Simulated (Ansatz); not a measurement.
(BeS)6 ring (Be6S6). The state is a singlet with charge 0. Geometry B3LYP-D4/def2-SVP, basis def2-TZVP, Ansatz.

```csv
run,HOMO (eV),LUMO (eV)
A,-10.84,0.36
B,-7.71,-1.71
C,-7.00,-2.27
D,-8.15,-1.50
```

LC-ωPBE has ω = 0.4 bohr⁻¹.

Task: The runs used LC-ωPBE, PBE, PBE0, r2SCANh. Estimate which is which.

Result: A LC-ωPBE (range-separated); B r2SCANh (10 % exact exchange); C PBE (0 % exact exchange); D PBE0 (25 % exact exchange). Exact exchange lowers occupied and raises empty levels; among semilocal functionals meta-GGAs tend to open the gap a little, and such runs are hard to tell apart. The gap grows from 4.73 eV (PBE) to 11.20 eV (LC-ωPBE).
